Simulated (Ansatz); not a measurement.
Basis-set series for C3H10GeO4, SMILES `C[O][Ge]([OH])([O]C)[O]C`. Total charge 0; spin multiplicity 1. Geometry: relaxed with PBE0-D4/def2-TZVP. It is one conformer, not always the lowest.

```tsv
functional	basis	functions	energy (Eh)	HOMO (eV)	LUMO (eV)
PBE0-D4	def2-SVP	180	-2497.00040	-8.00	0.40
PBE0-D4	def2-QZVPP	788	-2497.83973	-8.18	-0.18
ωB97M-V	def2-SVP	180	-2497.43640	-10.41	2.30
ωB97M-V	def2-QZVPP	788	-2498.28806	-10.62	1.33
```

Problem. Give the rows for def2-TZVPP. (Best estimate.)

Solution. The calculation gave: 
| functional | basis | functions | energy (Eh) | HOMO (eV) | LUMO (eV) |
| --- | --- | --- | --- | --- | --- |
| PBE0-D4 | def2-TZVPP | 405 | -2497.76963 | -8.13 | 0.04 |
| ωB97M-V | def2-TZVPP | 405 | -2498.22042 | -10.57 | 1.76 |

Positive LUMOs are unbound and depend on the basis. Scalar relativity is left out up to krypton.

Results of the Gaussian-basis code of Ansatz.
